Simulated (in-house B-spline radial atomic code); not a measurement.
Checks on a self-consistent run for Gd³⁺, [Kr] 4d10 4f7 5s2 5p5 8d1. Method: Dirac-Hartree-Fock, average of configuration, Fermi nucleus of rms radius 5.1569 fm. Calculated with a B-spline radial code for spherical atoms.

```
orbital       q       ε (Eh)     <1/r>        <r²>  small-component weight
  1s1/2       2  -1858.83788   71.6447  0.00065473                0.056853
  2s1/2       2   -312.44313   17.1135   0.0102003                0.012587
  2p1/2       2   -296.01161   17.0491  0.00743478                 0.01259
  2p3/2       4   -270.36859   15.0785  0.00866294                 0.01168
  3s1/2       2    -72.22324   6.25508   0.0676805               0.0040075
  3p1/2       2    -65.09634   6.15744   0.0632398               0.0039346
  3p3/2       4    -59.73000   5.66248   0.0701742               0.0036862
  3d3/2       4    -47.59283    5.5243   0.0561444               0.0035448
  3d5/2       6    -46.43839   5.40086   0.0580862                0.003472
  4s1/2       2    -16.52723    2.5877     0.34498               0.0012435
  4p1/2       2    -13.68123   2.47691    0.364912                0.001165
  4p3/2       4    -12.47892   2.31861    0.401402               0.0010853
  4d3/2       4     -7.74521   2.09675    0.461893              0.00091779
  4d5/2       6     -7.52477   2.05527    0.476908              0.00089365
  4f5/2       3     -2.11292   1.57525    0.818382              0.00055817
  4f7/2       4     -2.08515   1.55942    0.835907              0.00054924
  5s1/2       2     -3.53426  0.994705     1.97011              0.00026215
  5p1/2  1.6667     -2.66828    0.9002     2.37672              0.00022148
  5p3/2  3.3333     -2.48683  0.848325     2.62051              0.00020211
  8d3/2     0.4     -0.23152  0.112392     169.875              9.6993e-06
  8d5/2     0.6     -0.23042  0.111757       171.6              9.6095e-06
```

Electron-electron repulsion V_ee = 4051.2330 hartree.

Q: What total energy follows from the eigenvalues?

A: The eigenvalues count the repulsion twice, so E = Σqε - V_ee = -7219.798 - 4051.233 = -11271.031 hartree; the run printed -11271.031.

Q: Does the Dirac virial theorem hold?

A: For a point nucleus E = -2c²Σq·w, with w the small-component weight. Here Σq·w = 0.30006 and c = 137.0360, so the ratio E/(-2c²Σq·w) is 1.000135; the finite nucleus accounts for the departure from 1.

Q: What diamagnetic shielding (Lamb formula) and susceptibility (Langevin formula) do the radii give?

A: σ = (α²/3)Σq<1/r> = 431.421/(3·137.036²) = 7657.9 ppm, and χ = -0.79199×10⁻⁶·Σq<r²> = -160.2×10⁻⁶ cm³/mol with Σq<r²> = 202.27 bohr². Both are non-relativistic formulas without the paramagnetism of open shells; for so heavy an element the full relativistic shielding is larger by tens of per cent.
